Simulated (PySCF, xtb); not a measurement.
trisilylphosphine (H9PSi3), SMILES P([SiH3])([SiH3])[SiH3].

Harmonic wavenumbers (cm⁻¹) from GFN2-xTB run with xtb 6.7.1 at its own minimum, in rising order: 81, 81, 95, 105, 107, 123, 419, 478, 479, 490, 490, 498, 545, 574, 574, 747, 747, 753, 753, 761, 772, 783, 787, 788, 2211, 2212, 2232, 2262, 2264, 2265, 2272, 2282, 2283.

Task: What does r2SCAN-D4/def2-SVP run with PySCF give at its own minimum? (An estimate is asked for; the answer gives what the named calculation found.)

Result: 68, 108, 108, 126, 126, 130, 403, 457, 457, 523, 562, 562, 626, 629, 630, 871, 871, 917, 923, 923, 935, 936, 941, 941, 2198, 2198, 2206, 2223, 2223, 2228, 2230, 2233, 2233. Paired by order, the mean absolute difference is 67 cm⁻¹ and the zero-point energies are 46.2 and 48.2 kcal/mol.
